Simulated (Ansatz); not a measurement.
```yaml
crystal:
  periodic: [false, false, false]
  atoms:
    - {symbol: V, position_ang: [-0.007765, -0.007081, -0.437399]}
    - {symbol: N, position_ang: [0.020411, 0.019456, 1.174464]}
    - {symbol: H, position_ang: [0.039014, 0.035665, 2.202196]}
    - {symbol: F, position_ang: [1.623030, -0.010426, -1.008501]}
    - {symbol: F, position_ang: [-0.842597, 1.401762, -0.988682]}
    - {symbol: F, position_ang: [-0.832093, -1.439366, -0.942088]}
basis:
  gaussian: {orbitals: aug-cc-pVDZ, final_grid: {core_spheres: 1, valence_spheres: 1, degree: 1}}
hamiltonian: {xc: {name: wB97M-V}}
scf: {omitted_lower_state_checks: [starts]}
output: {forces: true}
```

```sh
$ ansatz run in.yaml --threads 4 --pin off --events-out ev --progress --plain --max-ram 3916MiB
```

Shortened log:

```
Functional definition: wB97M-V
1572 factors; integrals over basis functions are off by at most 9.8e-4 eV
428 factors; integrals over basis functions are off by at most 4.8e-5 eV
mean field evaluation 1: about -35328.7013 eV, gradient 9.9e1 eV
mean field evaluation 2: about -35071.2269 eV, gradient 4.7e2 eV
mean field evaluation 4: about -35345.9355 eV, gradient 1.8e1 eV
mean field evaluation 8: about -35346.3643 eV, gradient 4.4e-1 eV
mean field evaluation 16: about -35456.3102 eV, gradient 3.5e0 eV
mean field evaluation 32: about -35464.1477 eV, gradient 1.2e-1 eV
a density is far from that of the atoms, so the factors are made again for it
1729 factors; integrals over basis functions are off by at most 5.9e-4 eV
433 factors; integrals over basis functions are off by at most 4.6e-5 eV
mean field -35464.24748728 eV, -1303.2870566271 hartree, gradient 2.9e-5 eV, S^2 0.000000; 0 other end points of the search recorded, 0 dependent functions left out
reference -35464.24751252 eV, -1303.2870575549 hartree; 29, 29 occupied and 131, 131 virtual orbitals, 1729 factors
Total energy: -35464.24751252 eV, -1303.2870575549 hartree
Atom 0 at    -0.007765    -0.007081    -0.437399 Å, force     5.800884    -0.282276  -112.839454 eV/Å
Atom 1 at     0.020411     0.019456     1.174464 Å, force     5.347751     1.116047    96.475333 eV/Å
Atom 2 at     0.039014     0.035665     2.202196 Å, force     0.672279    -0.290814    -6.646338 eV/Å
Atom 3 at     1.623030    -0.010426    -1.008501 Å, force    -7.381876     0.063888    13.667182 eV/Å
Atom 4 at    -0.842597     1.401762    -0.988682 Å, force    -2.106488     5.118009     4.299168 eV/Å
Atom 5 at    -0.832093    -1.439366    -0.942088 Å, force    -2.332550    -5.724853     5.044109 eV/Å
Dipole moment:    -0.052551     0.068375     1.172824 e Å
Checks for a lower state left out: starts
```

In this input the integration grid is far too coarse. Self-consistency was reached. The result belongs to that input, not to the species as meant.

The restricted singlet is unstable towards broken spin symmetry in Hartree–Fock (as tested in another run); at RKS ωB97M-V/aug-cc-pVDZ this wasn't settled.
